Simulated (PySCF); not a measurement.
**Simulated absorption spectrum**

C4H8SSe.
SMILES: `C=C(SC)[Se]C`

Computed with TDDFT CAM-B3LYP/def2-SVPD, vertical, gas phase, core orbitals frozen in the response in PySCF. Isolated species at its PBE0-D3(BJ)/def2-SVP geometry (one conformer only). Relativistic effects, spin–orbit coupling among them, are left out although an element past zinc is present. Torsions of this conformer, `[CH2:1]=[C:2]([S:3][CH3:4])[Se:5][CH3:6]`: C1–C2–S3–C4 -12°, C1–C2–Se5–C6 119°.

Broadening: Gaussians 0.5 eV wide at half height, area fixed by f = 4.319×10⁻⁹ ∫ε dν̃. The cross-section is σ = 3.8235×10⁻²¹ ε cm², given in Mb (10⁻¹⁸ cm²). The width is an assumption, not a result. The curve ends short of the highest state used, and states not computed would add to its high-energy end.

| λ (nm) | σ (Mb) |
| --- | --- |
| 228.6 | 31.97 |
| 232.4 | 24.59 |
| 236.1 | 16.79 |
| 239.9 | 10.12 |
| 243.6 | 5.71 |
| 247.4 | 3.18 |
| 251.2 | 2.09 |
| 254.9 | 1.81 |
| 258.7 | 1.87 |
| 262.5 | 1.96 |
| 266.2 | 1.94 |
| 270.0 | 1.77 |
| 273.7 | 1.49 |
| 277.5 | 1.15 |
| 281.3 | 0.83 |
| 285.0 | 0.56 |
| 288.8 | 0.35 |
| 292.6 | 0.21 |
| 296.3 | 0.12 |
| 300.1 | 0.07 |
| 303.8 | 0.03 |
| 307.6 | 0.02 |
| 311.4 | 0.01 |
| 315.1 | 0.00 |

Question: Locate the maxima and give the states behind the curve.

Answer: 264 nm (4.70 eV), ε about 520, made up of S1 (98%) (ε in L mol⁻¹ cm⁻¹; maxima over ε = 5, shares over 10%). At its high-energy end, 5.42 eV, the curve is still rising (ε about 8300, from S2, S3 and S4). The states used: S1 4.68 eV (f 0.0094); S2 5.41 eV (f 0.028); S3 5.49 eV (f 0.083); S4 5.61 eV (f 0.062); S5 5.82 eV (f 0.031); S6 6.02 eV (f 0.026).

Question: Coming from long wavelengths, where does ε first pass 100 L mol⁻¹ cm⁻¹?

Answer: At about 288 nm (4.30 eV), 0.38 eV below S1.

Question: What would ε be at 4.70 eV, the highest of these maxima, with half the width (0.25 eV)?

Answer: About 1000 L mol⁻¹ cm⁻¹ against 515, a factor of about 1.9; a lone state at its own centre would give exactly 2.

Question: On this curve, what absorbance would a 10⁻⁴ mol/L sample give at 280 nm over a 1 cm path?

Answer: 280 nm is 4.428 eV, where ε is about 240 L mol⁻¹ cm⁻¹, so A = ε c l ≈ 0.024 (Beer–Lambert, with the gas-phase spectrum and the assumed width).
